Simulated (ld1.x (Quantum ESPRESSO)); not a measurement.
Configuration tests for C (RRKJ)

C, norm-conserving RRKJ (Kleinman–Bylander form), made with ld1.x (Quantum ESPRESSO) 7.5 (PBEsol, non-relativistic). Core [He], reference 2s2 2p1.75 (charge +0.25). Waves: 2s (bound): rc 0.85 bohr; 2p (bound): rc 1.95 bohr; 3d channel at -0.2 Ry: rc 1.70 bohr. Local part: the d channel. Core correction: none. rho0 = 0.01.

Energies are relative to the spin-unpolarised reference configuration 2s2 2p1.75; without spin polarisation the order of configurations can differ from experiment. The frozen-core shift is the all-electron ΔE with the core orbitals held at their reference shape minus the fully relaxed ΔE.

```json
{"valence configuration": "2s2 2p1", "charge": "+1", "ΔE all-electron (eV)": "9.164", "error AE − PS (meV)": "+20", "frozen-core shift (meV)": "+0.2"}
{"valence configuration": "2s2 2p0", "charge": "+2", "ΔE all-electron (eV)": "33.186", "error AE − PS (meV)": "+261", "frozen-core shift (meV)": "+3.7"}
{"valence configuration": "2s2 2p1.5", "charge": "+0.5", "ΔE all-electron (eV)": "2.306", "error AE − PS (meV)": "+1.3", "frozen-core shift (meV)": "0.0"}
{"valence configuration": "2s1 2p2", "charge": "+1", "ΔE all-electron (eV)": "17.860", "error AE − PS (meV)": "-26", "frozen-core shift (meV)": "+0.7"}
{"valence configuration": "2s1 2p0", "charge": "+3", "ΔE all-electron (eV)": "81.128", "error AE − PS (meV)": "+592", "frozen-core shift (meV)": "+19"}
{"valence configuration": "2s1 2p3", "charge": "0", "ΔE all-electron (eV)": "6.783", "error AE − PS (meV)": "+5.7", "frozen-core shift (meV)": "+0.4"}
```

(1) What are ΔE and the potential's error for 2s2 2p2?

Levels in the configuration 2s1 2p2:

```json
{"level": "2s", "all-electron (eV)": "-25.712", "pseudo (eV)": "-25.779"}
{"level": "2p", "all-electron (eV)": "-17.017", "pseudo (eV)": "-17.041"}
```

## Answers

(1) ΔE = -1.628 eV all-electron; the error (AE − PS) is +0.6 meV.
